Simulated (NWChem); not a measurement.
## Atomisation of C2H2F

```
C
C 1 1.3179
F 2 1.2982 1 130.66
H 1 1.0905 2 120.02 3 180.00
H 1 1.0970 4 119.30 2 180.00
```
Charge 0, spin multiplicity 2.

Program: NWChem. All single points use one geometry, from UPBE0/def2-SVP, a minimum by its harmonic frequencies.

Basis set: def2-TZVP. The atomisation energy is electronic alone: no zero-point, thermal, spin-orbit or counterpoise terms. No value is extrapolated to the basis-set limit. Free atoms are single determinants with multiplicities C 3, F 2, H 2. Correlated methods freeze the same cores in atoms and molecule, 3 orbitals in all.

```json
[
 {"method": "MP2", "atomisation energy (kcal/mol)": "443.2", "relative cost": "4", "remark": "spin-contaminated"},
 {"method": "TPSS", "atomisation energy (kcal/mol)": "461.8", "relative cost": "under 3", "remark": "-"},
 {"method": "PBE0", "atomisation energy (kcal/mol)": "460.1", "relative cost": "under 3", "remark": "-"},
 {"method": "LDA (SVWN5)", "atomisation energy (kcal/mol)": "538.1", "relative cost": "1", "remark": "-"},
 {"method": "B3LYP", "atomisation energy (kcal/mol)": "454.4", "relative cost": "under 3", "remark": "-"},
 {"method": "PBE", "atomisation energy (kcal/mol)": "475.8", "relative cost": "under 3", "remark": "-"},
 {"method": "HF", "atomisation energy (kcal/mol)": "325.1", "relative cost": "3", "remark": "spin-contaminated"},
 {"method": "BLYP", "atomisation energy (kcal/mol)": "458.6", "relative cost": "under 3", "remark": "-"},
 {"method": "M06-2X", "atomisation energy (kcal/mol)": "455.4", "relative cost": "under 3", "remark": "-"}
]
```

The values span 213.1 kcal/mol, from HF (lowest) to LDA (SVWN5) (highest). The cost column gives rough processor time relative to LDA (SVWN5); each entry includes its own SCF. Costs are the molecule's.

B3LYP has NWChem's definition, with VWN1-RPA local correlation. The structure started from a generated list of species. The unpaired electrons of the parent sit in orbitals of symmetry a' (Cs labels of the run); other states weren't searched. The stability of the SCF solutions was not checked. Open-shell Hartree-Fock references start from PBE0 orbitals; any time given for them includes that run.
